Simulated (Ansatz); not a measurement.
Stepwise reaction of `[F][Ge]([F])([F])[GeH3]` with hydrogen, as a gas-phase model of exchange steps in deposition or etching. ΔE in kJ/mol; ΔG adds harmonic PBE0-D4 terms to CCSD(T)/CBS, at 1 bar.

Isolated molecules relaxed with PBE0-D4/def2-TZVP in Ansatz; ΔE leaves out vibrations. CCSD(T)/CBS is the MP2 limit (def2-TZVPP, def2-QZVPP) plus CCSD(T) − MP2 in def2-TZVPP, frozen cores. This one scheme is used for every species. Functionals use def2-TZVPP. B3LYP here is the variant with VWN-RPA as its local correlation; programs differ in this. For Ge outer-core shells are correlated without core-valence functions, which leaves a few kJ/mol of doubt a bond. Scalar relativity is left out up to krypton.

```
step                                                      reaction  PBE-D4  B3LYP-D4  ωB97M-V  CCSD(T)/CBS  ΔG(600 K)
   1  `[F][Ge]([F])([F])[GeH3]` + H₂ → `[F][GeH]([F])[GeH3]` + H–F    58.0      61.4     61.3         55.2       47.9
   2          `[F][GeH]([F])[GeH3]` + H₂ → `[F][GeH2][GeH3]` + H–F    53.2      56.7     54.9         48.1       46.7
   3                 `[F][GeH2][GeH3]` + H₂ → `[GeH3][GeH3]` + H–F    29.9      35.1     32.0         24.4       32.4
```

(1) By hand: ΔE of the 3 steps together at CCSD(T)/CBS.

## Answers

(1) (55.2) + (48.1) + (24.4) = 127.7 kJ/mol, or 42.6 kJ/mol a step.

In ΔE each step is lower than the one before. All are uphill at CCSD(T)/CBS. ΔG lies between 32.4 and 47.9 kJ/mol a step. PBE-D4 differs from CCSD(T)/CBS by 2.8 to 5.5 kJ/mol a step. Isolated molecules leave out the surface, adducts and barriers. Largest T1 diagnostic: 0.013.
